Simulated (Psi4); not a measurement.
Conformational energy of C4H5FGeS, SMILES c1(F)cc[c]([GeH3])s1. Scanned: dihedral S7–C5–Ge6–H10; all other coordinates were relaxed at GFN2-xTB.

Geometry of the scan point at 100° (Å):
```
12

F      3.1900    -1.4461     0.0419
C      2.0337    -0.7829    -0.0047
C      1.8710     0.5396    -0.2561
C      0.5053     0.8949    -0.2296
C     -0.3341    -0.1439     0.0387
Ge    -2.2629    -0.1511     0.1872
S      0.5495    -1.6186     0.2657
H      2.6823     1.2164    -0.4505
H      0.1505     1.8958    -0.4069
H     -2.6899     0.3534     1.5260
H     -2.8358     0.7486    -0.8552
H     -2.7641    -1.5398     0.0007
```

Method: DF-MP2 (frozen core)/cc-pVTZ // GFN2-xTB (Psi4 1.11).

Scanned values (°): 0, 10, 20, 30, 40, 50, 60, 70, 80, 90, 100, 110.

Task: At which scan points does the profile have its minima and maxima, and how high do they lie?

Result: Lower than their neighbours: 60° (0.00 kcal/mol). Higher than their neighbours: 0° (0.30 kcal/mol, end of the scan), 110° (0.28 kcal/mol, end of the scan). The whole profile spans 0.30 kcal/mol.
